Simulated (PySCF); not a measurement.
Atom-mapped SMILES (the numbers label the heavy atoms): `[N:1]#[C:2][C:3]1=[CH:4][SiH2:5][C@H:6]2[CH2:7][C@@H:8]1[CH2:9]2`. Each H is labelled by its parent atom. Ha(C7), Ha(C9) are cis to C3 on the ring; Hb(C7), Hb(C9) are trans to C3 on the ring.

Averaged over atoms made equivalent by symmetry, fast rotation or ring inversion, relativity neglected, a single conformation, in vacuum. Structure optimised with GFN2-xTB; GIAO PBE0/pcSseg-1 shieldings; PySCF 2.14.0 with density-fitted response routines.

Question: List the cross peaks expected in HSQC, COSY and HMBC spectra.

Answer: 

HSQC (one-bond C–H):
| δH | δC |
| --- | --- |
| 6.98 (H(C4)) | 143.9 (C4) |
| 2.74 (Hb(C7)/Hb(C9)) | 36.5 (C7/C9) |
| 2.73 (H(C8)) | 40.3 (C8) |
| 1.89 (H(C6)) | 16.9 (C6) |
| 1.77 (Ha(C7)/Ha(C9)) | 36.5 (C7/C9) |

COSY cross peaks (H two or three bonds apart, from the bond graph; peaks can be absent where the dihedral angle is near 90°):
| δH | δH |
| --- | --- |
| 6.98 (H(C4)) | 4.60 (H(Si5)) |
| 4.60 (H(Si5)) | 1.89 (H(C6)) |
| 2.74 (Hb(C7)/Hb(C9)) | 2.73 (H(C8)) |
| 2.74 (Hb(C7)/Hb(C9)) | 1.89 (H(C6)) |
| 2.74 (Hb(C7)/Hb(C9)) | 1.77 (Ha(C7)/Ha(C9)) |
| 2.73 (H(C8)) | 1.77 (Ha(C7)/Ha(C9)) |
| 1.89 (H(C6)) | 1.77 (Ha(C7)/Ha(C9)) |

HMBC (two and three bonds, from the bond graph):
| δH | δC |
| --- | --- |
| 6.98 (H(C4)) | 151.6 (C3), 123.5 (C2), 40.3 (C8), 16.9 (C6) |
| 4.60 (H(Si5)) | 151.6 (C3), 143.9 (C4), 36.5 (C7/C9), 16.9 (C6) |
| 2.74 (Hb(C7)/Hb(C9)) | 151.6 (C3), 40.3 (C8), 36.5 (C7/C9), 16.9 (C6) |
| 2.73 (H(C8)) | 151.6 (C3), 143.9 (C4), 123.5 (C2), 36.5 (C7/C9), 16.9 (C6) |
| 1.89 (H(C6)) | 143.9 (C4), 40.3 (C8), 36.5 (C7/C9) |
| 1.77 (Ha(C7)/Ha(C9)) | 151.6 (C3), 40.3 (C8), 36.5 (C7/C9), 16.9 (C6) |

δ = σ(ref) − σ, references computed at the same level: TMS for ¹H (σref 31.72) and ¹³C (σref 186.93).

Shifts are as computed. Against solution values, carbons near 30 ppm lie about +3 ppm off and those near 130 ppm about +5 ppm. Of 1211 compounds with measured shifts, 218 miss one by over three times the rms of a fit or turn the order of signals round; such compounds aren't used in these exercises.
